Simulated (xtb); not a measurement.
CHCl2, charge -1, singlet, geometry from GFN2-xTB; xtb with GFN2-xTB.

xtb was given this input:
```
$ xtb mol.xyz --gfn 2 --chrg -1 --opt --json

# file mol.xyz
4

C     -0.12314110    -0.01095061     0.90506640
Cl    -0.00135195     1.46667290    -0.18181659
Cl    -0.00783095    -1.46169315    -0.21812909
H      0.89495595    -0.01895205     1.36867808
```

Output, abridged:

```
   ID    Z sym.   atoms
    1    6 C      1
    2   17 Cl     2, 3
    3    1 H      4

           -------------------------------------------------
          |                Calculation Setup                |
           -------------------------------------------------

           -------------------------------------------------
          |                 G F N 2 - x T B                 |
           -------------------------------------------------

          ...................................................
          :                      SETUP                      :
          :.................................................:
          :  # basis functions                  25          :
          :  # atomic orbitals                  23          :
          :  # shells                            9          :
          :  # electrons                        20          :
          :  max. iterations                   250          :
          :  Hamiltonian                  GFN2-xTB          :
          :  restarted?                      false          :
          :  GBSA solvation                  false          :
          :  PC potential                    false          :
          :  electronic temp.          300.0000000     K    :
          :  accuracy                    1.0000000          :
          :  -> integral cutoff          0.2500000E+02      :
          :  -> integral neglect         0.1000000E-07      :
          :  -> SCF convergence          0.1000000E-05 Eh   :
          :  -> wf. convergence          0.1000000E-03 e    :
          :  Broyden damping             0.4000000          :
          :  net charge                         -1          :
          :  unpaired electrons                  0          :
          ...................................................

 iter      E             dE          RMSdq      gap      omega  full diag
   1    -11.8833663 -0.118834E+02  0.866E+00    4.41       0.0  T
   2    -11.9339153 -0.505491E-01  0.384E+00    5.01       1.0  T
   3    -11.9347226 -0.807249E-03  0.208E+00    4.92       1.0  T
   4    -11.9356864 -0.963825E-03  0.432E-01    4.98       1.0  T
   5    -11.9336045  0.208191E-02  0.855E-01    4.88       1.0  T
   6    -11.9353129 -0.170840E-02  0.488E-01    4.96       1.0  T
   7    -11.9356124 -0.299475E-03  0.366E-01    4.96       1.0  T
   8    -11.9360008 -0.388464E-03  0.584E-02    4.93       1.0  T
   9    -11.9360080 -0.723040E-05  0.251E-02    4.92       2.0  T
  10    -11.9360096 -0.158399E-05  0.495E-03    4.92      10.1  T
  11    -11.9360097 -0.400164E-07  0.325E-03    4.92      15.4  T
  12    -11.9360097 -0.181358E-07  0.138E-03    4.92      36.1  T
  13    -11.9360097 -0.437811E-08  0.358E-04    4.92     139.7  T
  14    -11.9360097 -0.292134E-09  0.146E-04    4.92     342.0  T

   *** convergence criteria satisfied after 14 iterations ***

         :::::::::::::::::::::::::::::::::::::::::::::::::::::
         ::                     SUMMARY                     ::
         :::::::::::::::::::::::::::::::::::::::::::::::::::::
         :: total energy             -11.917832465310 Eh    ::
         :: gradient norm              0.000022155729 Eh/a0 ::
         :: HOMO-LUMO gap              4.922737212747 eV    ::
         ::.................................................::
         :: SCC energy               -11.936009621956 Eh    ::
         :: -> isotropic ES            0.121458335959 Eh    ::
         :: -> anisotropic ES         -0.011299750133 Eh    ::
         :: -> anisotropic XC         -0.002850562644 Eh    ::
         :: -> dispersion             -0.002536823771 Eh    ::
         :: repulsion energy           0.018177156646 Eh    ::
         :: add. restraining           0.000000000000 Eh    ::
         :: total charge              -1.000000000000 e     ::
         :::::::::::::::::::::::::::::::::::::::::::::::::::::

      -----------------------------------------------------------
[...]
 * total energy  :   -11.9178325 Eh     change       -0.5561418E-10 Eh
   *** GEOMETRY OPTIMIZATION CONVERGED AFTER 1 ITERATIONS ***
         :: total energy             -11.917832465365 Eh    ::
[...]

    * Orbital Energies and Occupations

         #    Occupation            Energy/Eh            Energy/eV
      -------------------------------------------------------------
         1        2.0000           -0.8644025             -23.5216
         2        2.0000           -0.8622584             -23.4632
         3        2.0000           -0.3678665             -10.0102
         4        2.0000           -0.2818271              -7.6689
         5        2.0000           -0.2799434              -7.6176
         6        2.0000           -0.2488631              -6.7719
         7        2.0000           -0.2293274              -6.2403
         8        2.0000           -0.2191596              -5.9636
         9        2.0000           -0.2188732              -5.9558
        10        2.0000           -0.1462488              -3.9796 (HOMO)
        11                          0.0346580               0.9431 (LUMO)
        12                          0.0621099               1.6901
        13                          0.2265397               6.1645
        14                          0.2303487               6.2681
        15                          0.2306374               6.2760
        16                          0.2308410               6.2815
        17                          0.2324674               6.3258
        18                          0.2331787               6.3451
        19                          0.2345105               6.3814
        20                          0.2392083               6.5092
        21                          0.3167784               8.6200
       ...                                ...                  ...
        23                          0.3796397              10.3305
      -------------------------------------------------------------
                  HL-Gap            0.1809068 Eh            4.9227 eV
             Fermi-level           -0.0557954 Eh           -1.5183 eV

     #   Z          covCN         q      C6AA      α(0)
     1   6 C        2.683    -0.105    30.618     9.055
     2  17 Cl       1.002    -0.417   112.793    16.248
     3  17 Cl       1.002    -0.417   112.793    16.248
     4   1 H        0.920    -0.062     4.389     3.276

 Mol. C6AA /au·bohr⁶  :        833.105728
 Mol. C8AA /au·bohr⁸  :      30351.118011
 Mol. α(0) /au        :         44.827908

Wiberg/Mayer (AO) data.
largest (>0.10) Wiberg bond orders for each atom

 ---------------------------------------------------------------------------
     #   Z sym  total        # sym  WBO       # sym  WBO       # sym  WBO
 ---------------------------------------------------------------------------
     1   6 C    2.711 --     4 H    0.990     3 Cl   0.861     2 Cl   0.861
     2  17 Cl   0.889 --     1 C    0.861
     3  17 Cl   0.889 --     1 C    0.861
     4   1 H    0.996 --     1 C    0.990
 ---------------------------------------------------------------------------

Topologies differ in total number of bonds
Writing topology from bond orders to xtbtopo.mol

molecular dipole:
                 x           y           z       tot (Debye)
 q only:       -0.073       0.000      -0.024
   full:        0.371       0.001      -0.123       0.992
molecular quadrupole (traceless):
                xx          xy          yy          xz          yz          zz
 q only:        3.428      -0.016      -5.872      -0.346      -0.102       2.443
  q+dip:        5.885      -0.048      -8.265       1.377      -0.135       2.380
   full:        4.777      -0.045      -7.386       1.430      -0.127       2.609

optimized geometry written to: xtbopt.xyz

           -------------------------------------------------
          | TOTAL ENERGY              -11.917832465365 Eh   |
          | GRADIENT NORM               0.000022188515 Eh/α |
          | HOMO-LUMO GAP               4.922724921356 eV   |
           -------------------------------------------------

normal termination of xtb
```
